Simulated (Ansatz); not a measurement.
Input for Ansatz (a first-principles code): U-B97M-V/def2-TZVPP on COW (SMILES [O+]#[C-]->[W]), 2S+1 = 5, a spin state set in the input, which need not be the lowest. Elements past Kr take the def2 small-core potentials; no spin–orbit coupling.

Ansatz 0.2 input:
```yaml
crystal:
  periodic: [false, false, false]
  atoms:
    - {symbol: W, position_ang: [-1.07158904, -0.85690305, -0.97710809]}
    - {symbol: O, position_ang: [0.88958195, 0.75691054, 0.78638356]}
    - {symbol: C, position_ang: [0.14883836, 0.14736410, 0.12030490]}
basis:
  gaussian:
    orbitals: def2-TZVPP
hamiltonian:
  xc: {name: B97M-V}
magnetization: {spin_polarized: true, initial_magnetization: 4}
```

The head of its log:

```
WARN ansatz: RAYON_NUM_THREADS=1 ignored (pool sized by the plan → 1); use --threads N
Functional definition: B97M-V
integrals: 0.04 GiB planned
666 factors; their error is unknown
mean field: 0.54 GiB planned
mean field evaluation 1: about -4895.1708 eV, gradient 4.8e1 eV
mean field evaluation 2: about -4502.9704 eV, gradient 2.0e2 eV
```

Q: What total energy does the run end on?

A: -180.3101 hartree.
